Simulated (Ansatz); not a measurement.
Cost and result up the ladder for SnIH3 (SnH₃I) (5 atoms). The state is a singlet with charge 0. Geometry: PBE-D4/def2-TZVP.

```xyz
5

Sn   -0.2128   -0.0668   -0.0874
I     2.1930    0.6886    0.9000
H    -0.8151    1.2492   -1.0076
H    -1.2204   -0.4177    1.2555
H     0.0554   -1.4533   -1.0606
```

Ansatz on 4 threads of Arm Neoverse V2 on a shared host. Times are rough, and most runs start from the orbitals of an earlier one. ωB97M-V/def2-TZVP serves as the yardstick here, not as an exact answer. Differences are given only for rows in sets of like size (and for xTB, whose basis is part of the method), since another set adds its own error. Binding counts from free atoms at the same level (Sn triplet, I doublet, H doublet; other spins of the atoms weren't run), without zero-point energy or a counterpoise term.

In the def2 sets I, Sn take a core potential; there is no spin–orbit coupling. Correlated methods freeze 8 core orbitals; core or outer-core shells of Sn, I are correlated, in sets that lack core-valence functions.

Correlated methods converge slowly with the basis.

| level | functions | wall time | binding energy per atom (eV) | difference from ωB97M-V/def2-TZVP (eV) |
| --- | --- | --- | --- | --- |
| PBE-D4/def2-SVP | 67 | 0.4 s | 2.14 | – |
| LDA (SPW92)/def2-TZVP | 118 | 0.5 s | 2.48 | 0.31 |
| PBE-D4/def2-TZVP | 118 | 0.6 s | 2.16 | -0.02 |
| revPBE-D4/def2-TZVP | 118 | 0.65 s | 2.11 | -0.07 |
| HF/def2-TZVP | 118 | 0.65 s | 1.57 | -0.61 |
| PBE0-D4/def2-SVP | 67 | 0.7 s | 2.13 | – |
| MP2/def2-TZVP | 118 | 0.85 s | 2.04 | -0.14 |
| PBE0-D4/def2-TZVP | 118 | 1.2 s | 2.16 | -0.02 |
| r2SCAN-D4/def2-TZVP | 118 | 1.4 s | 2.19 | 0.01 |
| r2SCANh-D4/def2-TZVP | 118 | 1.8 s | 2.18 | 0.00 |
| B97M-V/def2-TZVP | 118 | 2.8 s | 2.25 | 0.08 |
| ωB97M-V/def2-TZVP (with forces) | 118 | 3.7 s | 2.17 | 0.00 |
| CCSD(T)/def2-TZVPP | 142 | 19 s | 2.17 | -0.01 |
